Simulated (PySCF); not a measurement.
1-chlorobuta-1,2-diene (C₄H₅Cl), SMILES CC=C=CCl. Atoms are numbered in the order given.

```xyz
10

C     -2.7642     0.4968     0.1331
C     -1.7145    -0.5454    -0.1459
C     -0.4584    -0.3007    -0.4350
C      0.7902    -0.0485    -0.7283
Cl     2.0530     0.0950     0.4870
H     -2.3522     1.5135     0.0689
H     -3.5985     0.4086    -0.5834
H     -3.1905     0.3535     1.1404
H     -2.0368    -1.5959    -0.1004
H      1.1586     0.0914    -1.7482
```
Charge 0, spin multiplicity 1.

Geometry optimised at B3LYP-D3(BJ)/def2-SVP.

Calculation: PBE/def2-TZVP (PySCF).

ESP charges are fitted to the potential on shells at 1.4 to 2.0 van der Waals radii. Atomic charges (e):

```json
[
 {"atom": "C1", "meta-Löwdin": "-0.34", "ESP fit": "…", "Mulliken": "-0.31"},
 {"atom": "C2", "meta-Löwdin": "-0.11", "ESP fit": "0.05", "Mulliken": "-0.13"},
 {"atom": "C3", "meta-Löwdin": "-0.02", "ESP fit": "-0.07", "Mulliken": "0.01"},
 {"atom": "C4", "meta-Löwdin": "-0.16", "ESP fit": "…", "Mulliken": "-0.15"},
 {"atom": "Cl5", "meta-Löwdin": "-0.05", "ESP fit": "-0.06", "Mulliken": "-0.09"},
 {"atom": "H6", "meta-Löwdin": "0.13", "ESP fit": "0.16", "Mulliken": "0.13"},
 {"atom": "H7", "meta-Löwdin": "0.13", "ESP fit": "0.12", "Mulliken": "0.13"},
 {"atom": "H8", "meta-Löwdin": "0.13", "ESP fit": "0.13", "Mulliken": "0.13"},
 {"atom": "H9", "meta-Löwdin": "0.14", "ESP fit": "…", "Mulliken": "0.13"},
 {"atom": "H10", "meta-Löwdin": "0.15", "ESP fit": "…", "Mulliken": "0.15"}
]
```

Fill in the missing entries. (Estimate from the structure and the level; the computed values follow.)


- C1, ESP fit: -0.40
- C4, ESP fit: -0.22
- H9, ESP fit: 0.10
- H10, ESP fit: 0.20

Computed Mayer and Wiberg (Löwdin basis) orders of the bonds:
```tsv
bond	Mayer	Wiberg
C1–C2	0.98	1.29
C2–C3	1.93	2.02
C3–C4	1.91	2.12
C4–Cl5	1.14	1.67
C1–H6	0.97	0.90
C1–H7	0.95	0.89
C1–H8	0.95	0.89
C2–H9	0.92	0.80
C4–H10	0.93	0.85
```
